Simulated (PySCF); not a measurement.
# Name the molecule from its bond curve

A diatomic of charge 0 contains Be. Its quartet curve at UHF-MP2 in a triple-zeta basis (no relativity, PySCF), in eV from the separated fragments:

| R (Å) | E (eV) |
| --- | --- |
| 1.380 | -1.026 |
| 1.444 | -1.397 |
| 1.509 | -1.604 |
| 1.557 | -1.676 |
| 1.605 | -1.694 |
| 1.653 | -1.668 |
| 1.717 | -1.582 |
| 1.798 | -1.415 |
| 1.894 | -1.155 |
| 2.022 | -0.739 |

The fit gives ωe = 977 cm⁻¹ and the rotational constant Bₑ = 1.203 cm⁻¹.

Q: Which atom is the partner?

A: The minimum lies at 1.599 Å, so the reduced mass is 16.8576 u Å² cm⁻¹/(Bₑ·Re²) = 5.481 u. With Be at 9.01 u the partner weighs about 14.0 u: N. The molecule is BeN.

Correlated steps freeze 1 core orbital. The state was picked by a PBE0 search and need not be the measured ground state.
